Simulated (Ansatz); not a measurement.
Computed with Ansatz on PBE0-D4/def2-TZVP structures; ΔE is electronic, products minus reactants. CCSD(T)/CBS is the MP2 limit (def2-TZVPP, def2-QZVPP) plus CCSD(T) − MP2 in def2-TZVPP, frozen cores. This one scheme is used for every species. Functionals use def2-TZVPP. HSE06 is defined as in plane-wave codes. For Ga, Se outer-core shells are correlated without core-valence functions, which leaves a few kJ/mol of doubt a bond. Scalar relativity is left out up to krypton. One conformer a species, not always the lowest.

Reaction (formal exchange of groups at the Se–Si bond): `[SiH3][SeH]` + `[CH3][GaH][F]` → `[CH3][Ga]([F])[SeH]` + SiH₄

Q: Is it downhill or uphill in electronic energy at CCSD(T)/CBS, and by how much? (An estimate is asked.)

A: Computed: Downhill: ΔE = -12.9 kcal/mol.

Q: What do these levels give: LDA (SPW92), revPBE-D4, r2SCANh-D4, HSE06-D4, ωB97M-V, r2SCANh, HSE06, CAM-B3LYP, LC-ωPBE, HF/def2-SVP, HF/def2-QZVPP, HF/CBS(def2)? (An estimate is asked.)

A: Computed: LDA (SPW92) -12.1, revPBE-D4 -12.1, r2SCANh-D4 -12.9, HSE06-D4 -12.5, ωB97M-V -12.1, r2SCANh -12.8, HSE06 -12.3, CAM-B3LYP -12.6, LC-ωPBE -11.4, HF/def2-SVP -14.6, HF/def2-QZVPP -13.2, HF/CBS(def2) -13.2 kcal/mol.

Largest T1 diagnostic among the species: 0.013.

Leaving LDA and LC-ωPBE aside and taking each functional with its dispersion term where it has one, the values, not all of them listed here, spread over 2.5 kcal/mol, from BHLYP-D4 to B97M-V. At CCSD(T), def2-SVP lies −3.0 kcal/mol from the extrapolated value and def2-TZVPP −0.9 kcal/mol.
